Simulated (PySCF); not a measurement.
# Computed properties of Pb(Cl)(SiH3) (ClH3PbSi), SMILES [SiH3][Pb][Cl]

Pb(Cl)(SiH3) (ClH₃PbSi), SMILES [SiH3][Pb][Cl] (connectivity only; charge and spin as stated), neutral, multiplicity 1. Coordinates come from a B3LYP-D3(BJ)/def2-SVP optimisation. The def2 effective core potentials stand for the cores of Pb; spin–orbit coupling is left out. Other conformers were not sampled. All values are computed for the isolated molecule unless a solvent is named; none is compared with measurement here.

**Structure.** The optimised structure has Cs symmetry. All 12 harmonic modes at B3LYP-D3(BJ)/def2-SVP (PySCF) are real, so it is a minimum. With heavy atoms numbered as in [Pb:1]([Cl:2])[SiH3:3], the shortest bond between them is Pb1–Cl2 at 2.517 Å and the longest Pb1–Si3 at 2.777 Å.

**Vibrations.** The strongest infrared lines (harmonic, unscaled, degenerate partners summed) lie at 839 cm⁻¹ (378 km/mol, H 91 %, Si 9 %), 2167 cm⁻¹ (128 km/mol, H 98 %), 2193 cm⁻¹ (105 km/mol, H 96 %). The softest mode is at 73 cm⁻¹ and the zero-point energy is 15.3 kcal/mol.

**Electronic structure.** HF/def2-TZVPD (PySCF) places the frontier levels at -8.49 and -0.59 eV, a gap of 7.90 eV, and gives a dipole moment of 4.43 D and a mean polarisability of 94.9 bohr³.

**Excitations.** TDDFT-ωB97X/def2-SVPD (PySCF) has S1 at 2.04 eV (607 nm, f = 0.001, dark); the most intense of the 10 singlets computed lies at 5.73 eV (f = 0.64). T1 (TDA) is at 1.62 eV.
